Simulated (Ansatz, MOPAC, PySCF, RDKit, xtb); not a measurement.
Pair of molecules: N2 (SMILES N#N) (first 2 atoms) with PH3 (SMILES P); geometry from B3LYP-D3(BJ)/def2-TZVP, rigid monomers moved along the line of their centres of mass till N2···H6 is 3.76 Å.
(charge 0, multiplicity 1):
```json
[
 {"atom": "N", "x (Å)": "0.6469", "y (Å)": "-0.2110", "z (Å)": "-0.5113"},
 {"atom": "N", "x (Å)": "-0.3349", "y (Å)": "0.2639", "z (Å)": "-0.4876"},
 {"atom": "P", "x (Å)": "0.0091", "y (Å)": "0.1175", "z (Å)": "4.0373"},
 {"atom": "H", "x (Å)": "1.1042", "y (Å)": "0.6423", "z (Å)": "3.3040"},
 {"atom": "H", "x (Å)": "0.0007", "y (Å)": "-1.1011", "z (Å)": "3.3111"},
 {"atom": "H", "x (Å)": "-0.9545", "y (Å)": "0.7239", "z (Å)": "3.1911"}
]
```

```
level                                          interaction energy (kcal/mol)  minus CCSD(T)/CBS(aug-cc-pV(D+d)Z, aug-cc-pV(T+d)Z)  cost
---------------------------------------------  -----------------------------  ---------------------------------------------------  ----
MMFF94                                                                 -0.22                                                 0.12     -
GFN-FF                                                                 -0.34                                                 0.01     -
PM3                                                                     0.73                                                 1.07     -
PM6                                                                     0.14                                                 0.48     -
PM7                                                                    -0.34                                                 0.00     -
GFN1-xTB                                                               -0.35                                                -0.01     -
GFN2-xTB                                                               -0.40                                                -0.05     -
HF/STO-3G (no counterpoise)                                             0.06                                                 0.40     -
HF/3-21G (no counterpoise)                                              0.00                                                 0.35     -
HF/6-31G*                                                               0.10                                                 0.44     -
HF/6-31G* (no counterpoise)                                            -0.03                                                 0.32     -
HF/aug-cc-pV(D+d)Z                                                      0.11                                                 0.45     -
HF/aug-cc-pV(T+d)Z                                                      0.10                                                 0.45     -
PBE/def2-TZVPPD                                                        -0.16                                                 0.18    ×1
PBE-D3(BJ)/def2-TZVPPD                                                 -0.51                                                -0.17    ×1
PBE-D4/def2-TZVPPD                                                     -0.38                                                -0.03    ×1
BP86/6-31G* (no counterpoise)                                           0.22                                                 0.56     -
r2SCAN/def2-TZVPPD                                                     -0.19                                                 0.15    ×2
r2SCAN-D3(BJ)/def2-TZVPPD                                              -0.41                                                -0.06    ×2
r2SCAN-D4/def2-TZVPPD                                                  -0.34                                                 0.00    ×2
B3LYP/6-31G*                                                            0.17                                                 0.52     -
B3LYP/6-31G* (no counterpoise)                                          0.00                                                 0.35     -
B3LYP/6-311+G** (no counterpoise)                                       0.10                                                 0.44     -
B3LYP/def2-TZVPPD                                                       0.17                                                 0.52    ×2
B3LYP-D3(BJ)/def2-TZVPPD                                               -0.32                                                 0.02    ×2
B3LYP-D4/def2-TZVPPD                                                   -0.10                                                 0.25    ×2
PBE0/def2-TZVPPD                                                       -0.11                                                 0.24    ×2
PBE0-D3(BJ)/def2-TZVPPD                                                -0.48                                                -0.13    ×2
PBE0-D4/def2-TZVPPD                                                    -0.35                                                 0.00    ×2
M06-2X/6-31G* (no counterpoise)                                        -0.41                                                -0.07     -
wB97X-V/def2-TZVPPD                                                    -0.36                                                -0.01    ×4
MP2/6-31G*                                                             -0.08                                                 0.26     -
MP2/6-31G* (no counterpoise)                                           -0.25                                                 0.09     -
MP2/aug-cc-pV(D+d)Z                                                    -0.31                                                 0.03     -
MP2/aug-cc-pV(T+d)Z                                                    -0.36                                                -0.02     -
MP2/CBS(aug-cc-pV(D+d)Z, aug-cc-pV(T+d)Z)                              -0.38                                                -0.04     -
SCS-MP2/aug-cc-pV(T+d)Z                                                -0.26                                                 0.08     -
CCSD(T)/aug-cc-pV(D+d)Z                                                -0.28                                                 0.07    ×6
CCSD(T)/aug-cc-pV(T+d)Z                                                -0.32                                                 0.02  ×60*
CCSD(T)/CBS(aug-cc-pV(D+d)Z, aug-cc-pV(T+d)Z)                          -0.34                                                 0.00  ×70*
```

 The comparison column counts from a level with limits of its own.

The rows run from -0.51 (PBE-D3(BJ)/def2-TZVPPD) to 0.73 kcal/mol (PM3). In aug-cc-pV(T+d)Z the value moves HF 0.10, MP2 -0.36, CCSD(T) -0.32, a shift of -0.43 from HF to CCSD(T). From aug-cc-pV(D+d)Z to aug-cc-pV(T+d)Z CCSD(T) changes by -0.05. The dispersion term adds -0.35 in PBE-D3(BJ), -0.22 in PBE-D4, -0.21 in r2SCAN-D3(BJ). The 5 functionals in def2-TZVPPD without D3 or D4 span 0.53, from wB97X-V to B3LYP.

Interaction energies are E(AB) − E(A) − E(B) at the monomers' geometry in the complex; basis-set methods are counterpoise corrected. Rows marked so take none.

Cores are frozen in the correlated methods. CBS: X⁻³ extrapolation of the correlation energy, Hartree–Fock from the larger set. Rows in 3-21G, 6-311+G**, 6-31G*, STO-3G carry no dispersion term and start afresh at each structure (6-31G* with six Cartesian d functions). MP2/6-31G* freezes PySCF's default core. The state that PM3, PM6, PM7 reach isn't checked; PM7 holds dispersion and hydrogen-bond terms.

The values were computed with Ansatz (Gaussian orbitals); MOPAC for PM3, PM6, PM7 (differences of heats of formation); PySCF for 3-21G rows, 6-311+G** rows, 6-31G* rows, STO-3G rows, the dispersion terms; RDKit for the force fields; xtb for the GFN methods. 

Costs are rough ratios of core time to PBE/def2-TZVPPD (about 2.2 s over the structures, on one shared machine); a dash marks a level with no comparable run of its own. A star marks coupled-cluster runs past 200 virtual orbitals, where the program's memory plan changes under this machine's limit, so their costs aren't comparable with smaller runs.

Ansatz is a quantum-chemistry and plane-wave program.
